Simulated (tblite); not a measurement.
C$_{2}$H$_{5}$O$_{2}$ (SMILES COC=[OH+]), charge +1, singlet, at a GFN2-xTB geometry; GFN1-xTB with ALPB(water) (tblite).

tblite was given this input:
```
$ tblite run mol.xyz --method gfn1 --charge 1 --spin 0 --alpb water --json tblite.json --no-restart

# file mol.xyz
9

C     -0.88185762     0.00899774    -0.07418618
O     -0.71974313    -1.14547322     0.45674714
O      0.05802829     0.77784465    -0.34442084
H     -1.87588460     0.39555666    -0.32671543
C      1.43664404     0.47811999    -0.10026343
H      1.82407913     1.26580014     0.54905631
H      1.57697924    -0.50273413     0.35103154
H      1.95211849     0.54352817    -1.06056024
H     -1.51229206    -1.68382867     0.63527512
```

The log (banner, timings and long lists left out):

```
xTB calculator
 | screened Coulomb repulsion
 | Coulomb electrostatics
 |  * isotropic Klopman-Ohno-Mataga-Nishimoto electrostatics
 |  * onsite third-order electrostatics
 | DFT-D3(BJ) dispersion correction
 | Interactions (3)
 | [1] alpb/gbsa reaction field model
 | [2] cds contribution to solvation
 | [3] empirical free energy shift and standard state/solvent correction

halogen bonding energy    0.0000000000000E+00 Eh
repulsion energy          1.4104935906213E-01 Eh
dispersion energy        -1.9086585801361E-03 Eh
interaction energy        2.6083091064531E-03 Eh
number of electrons       2.4000000000000E+01 e
integral cutoff           1.9731147476801E+01 bohr

------------------------------------------------------------
  cycle        total energy    energy error   density error
------------------------------------------------------------
      1     -15.66901375753  -1.5810763E+01   5.8926991E-01
      2     -15.91307543787  -2.4406168E-01   2.9804431E-01
      3     -15.91641378085  -3.3383430E-03   1.4197375E-01
      4     -15.91664977629  -2.3599544E-04   1.9215920E-02
      5     -15.91694239825  -2.9262196E-04   6.2000294E-03
      6     -15.91701337835  -7.0980099E-05   2.0256219E-03
      7     -15.91701784679  -4.4684401E-06   1.1572940E-03
      8     -15.91702008693  -2.2401455E-06   4.6516130E-04
      9     -15.91702050047  -4.1353626E-07   4.8212379E-06
------------------------------------------------------------

electronic energy        -1.6058769510059E+01 Eh
total energy             -1.5917020500471E+01 Eh

Post processing:
 | Mayer-Wiberg bond orders

[Info] JSON dump of results written to 'tblite.json'
```
